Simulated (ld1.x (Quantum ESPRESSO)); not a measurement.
# Ba: one change to a TM potential, before and after

| Item | Value |
| --- | --- |
| Element | barium (Ba) |
| Generator | ld1.x (Quantum ESPRESSO) 7.5 |
| Type | norm-conserving Troullier–Martins (Kleinman–Bylander form) |
| Functional | PBE |
| Relativity | scalar-relativistic |
| Frozen core | [Xe] |
| Valence charge | 2 |
| Reference configuration | 5d0 6s2 6p0 |
| Partial waves | 6s (bound): rc 3.85 bohr; 6p (bound, empty): rc 3.80 bohr; 5d (bound, empty): rc 4.20 bohr |
| Local potential | all-electron potential smoothed inside 3.65 bohr (lloc = -2) |
| Core correction | none |

All-electron outer shells of the reference configuration (PBE, scalar-relativistic, ld1.x):

```csv
shell,level (eV),outermost node (bohr),outermost maximum (bohr)
5s,-33.67,0.80,1.47
5p,-18.74,0.86,1.67
6s,-3.23,1.97,4.16
5d,-2.02,1.00,2.49
6p,-1.24,2.36,5.40
```

Change: local potential all-electron potential smoothed inside 3.05 bohr (lloc = -1).

Cutoffs: the cutoffs (Ry, on a coarse ladder) from which the occupation-weighted sum of valence levels, in a spherical-Bessel basis at the reference potential, stays within 10 and 1 mRy of its value at 400 Ry; they do not see the model core or the augmentation charge, which bear on the density cutoff. Errors are all-electron minus pseudo energies relative to the spin-unpolarised reference configuration.

**Question.** Predict the effect on cutoff, ghosts and configuration errors.

**Answer.** Both files are so soft that the ladder of cutoffs tells neither apart; a bound ghost appears in p, s, which as a rule spoils a file; the number of tests that count goes from 7 to 4; of the 4 tests that both files solve, the error grows in 1 and shrinks in 1 by more than 15 % and 0.3 meV (median size 61.5 → 57.1 meV). In the separable form a ghost depends on how the local part lies against the semilocal potential of the channel, so the choice of the local part can create or remove one.

| quantity | base | changed |
| --- | --- | --- |
| cutoff, loose | 6 Ry | 6 Ry |
| cutoff, tight | 6 Ry | 6 Ry |
| bound ghosts | none | s, p |
| tests counted (converged, no solver errors) | 7 of 7 | 4 of 7 |
| error for 5d0 6s1 6p0, meV [ΔE 5.36 eV] | +11 | +3.8 |
| error for 5d0 6s1.5 6p0, meV [ΔE 2.14 eV] | +0.4 | -1.1 |
| error for 5d0.5 6s1.5 6p0, meV [ΔE 0.64 eV] | +112 | +110 |
| error for 5d1 6s0 6p0, meV [ΔE 6.04 eV] | +463 | +469 |
| s: phases at 4.57 bohr within 0.05 rad from the reference energy up to (Ry; the scan ends near 5) | 0.3 | 1.0 |
| p: phases at 4.57 bohr within 0.05 rad from the reference energy up to (Ry; the scan ends near 5) | 0.1 | -0.1 |
| d: phases at 4.57 bohr within 0.05 rad from the reference energy up to (Ry; the scan ends near 5) | 0.6 | 0.8 |

Changed file: Tests not counted: 5d0 6s1 6p1 (solver errors, printed error -6.6 eV); 5d0 6s0 6p1 (solver errors, printed error -1.4 eV); 5d0 6s0 6p2 (solver errors, printed error -6.5 eV). A true bound ghost makes a file unfit for plane-wave use even where its test errors are small: the radial tests pick states by their node count and pass the ghost by. Where a test does run into it, the solver fails or the error is huge.
